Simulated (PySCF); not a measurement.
C9H10Si, SMILES c1c(cccc1)[SiH2]CC#C (GFN2-xTB optimised geometry):

```
20

C     -3.418    -0.298    -0.549
C     -2.664    -0.972     0.093
C     -1.747    -1.783     0.853
Si    -0.056    -1.988    -0.022
C      0.895    -0.358     0.000
C      0.241     0.872    -0.003
C      0.953     2.058    -0.004
C      2.338     2.038    -0.002
C      3.005     0.824     0.000
C      2.287    -0.358     0.000
H     -4.085     0.292    -1.103
H     -2.196    -2.766     1.004
H     -1.609    -1.331     1.839
H      0.705    -3.003     0.723
H     -0.274    -2.436    -1.403
H     -0.839     0.899    -0.007
H      0.427     3.003    -0.005
H      2.895     2.963    -0.001
H      4.085     0.801     0.002
H      2.814    -1.302     0.002
```

Method: PBE/def2-SVP run with PySCF.

Question: What are the frontier orbital energies and the dipole moment?

Answer: HOMO-2 -6.37 eV, HOMO-1 -6.34 eV, HOMO -6.09 eV, LUMO -1.36 eV, LUMO+1 -1.06 eV; dipole moment 0.71 D.

On the same geometry PBE0/def2-SVP in PySCF gives HOMO-2 -7.49 eV, HOMO-1 -7.37 eV, HOMO -7.24 eV, LUMO -0.50 eV, LUMO+1 -0.15 eV; dipole moment 0.70 D.

Meta-Löwdin charges at PBE/def2-SVP: C1 -0.23, C2 -0.02, C3 -0.41, Si4 0.59, C5 -0.21, C6 -0.10, C7 -0.10, C8 -0.10, C9 -0.11, C10 -0.10, H11 0.15, H12 0.14, H13 0.14, H14 -0.10, H15 -0.09, H16 0.11, H17 0.11, H18 0.11, H19 0.11, H20 0.10.
